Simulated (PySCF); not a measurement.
A side-by-side comparison of computed properties.

First species: Valeronitrile, C₅H₉N.
SMILES with atom numbers: `[CH3:1][CH2:2][CH2:3][CH2:4][C:5]#[N:6]` (hydrogens: H7, H8, H9 on C1; H10, H11 on C2; H12, H13 on C3; H14, H15 on C4)

Second species: C₈H₇N.
SMILES: `N#CC1=C[C@@H]2C=C[C@H]1C2`

Levels: PBE0/def2-SVPD for HOMO energy, LUMO energy, HOMO–LUMO gap and static isotropic polarisability; TDDFT PBE0/def2-SVPD for lowest singlet excitation; TDA PBE0/def2-SVPD for lowest triplet excitation (Tamm–Dancoff). Geometries: GFN2-xTB. Each species is one conformer at its optimised geometry, gas phase, non-relativistic unless stated; the electronic structure was computed with PySCF and density fitting.

The conformers computed, where there is a choice (atom-mapped SMILES and torsion angles):
- `[CH3:1][CH2:2][CH2:3][CH2:4][C:5]#[N:6]`: C1–C2–C3–C4 -178°, C2–C3–C4–C5 65°

The conformers of `N#CC1=C[C@@H]2C=C[C@H]1C2` aren't listed.

Values for the first species:

- HOMO energy: -9.20 eV
- LUMO energy: 0.35 eV
- HOMO–LUMO gap: 9.55 eV
- Lowest singlet excitation: 7.85 eV
- Lowest triplet excitation (Tamm–Dancoff): 6.47 eV
- Static isotropic polarisability: 63.7 au

(1) Estimate the same properties for the second species, and the change in each.

Answers

(1) 
| property | first | second | second less first |
| --- | --- | --- | --- |
| HOMO energy | -9.20 eV | -7.09 eV | +2.11 eV |
| LUMO energy | 0.35 eV | -1.65 eV | -2.00 eV |
| HOMO–LUMO gap | 9.55 eV | 5.44 eV | -4.11 eV |
| lowest singlet excitation | 7.85 eV | 4.42 eV | -3.43 eV |
| lowest triplet excitation (Tamm–Dancoff) | 6.47 eV | 2.97 eV | -3.50 eV |
| static isotropic polarisability | 63.7 au | 87.3 au | +23.6 au |

On the first: S1 lies 1.70 eV below the HOMO–LUMO gap; its leading configuration is HOMO→LUMO, weight 0.28, beside HOMO→LUMO+3, weight 0.17. The polarisability is 9.43 Å³ as a volume (1 au = 0.148185 Å³), or 1.38 au for each of the 46 electrons.

On the second: The principal polarisabilities are 70.1, 79.2 and 112.7 au; their mean is the isotropic value. No computed singlet falls in the visible range (750 to 380 nm, 1.65 to 3.26 eV); S1 lies 1.16 eV above its blue end.
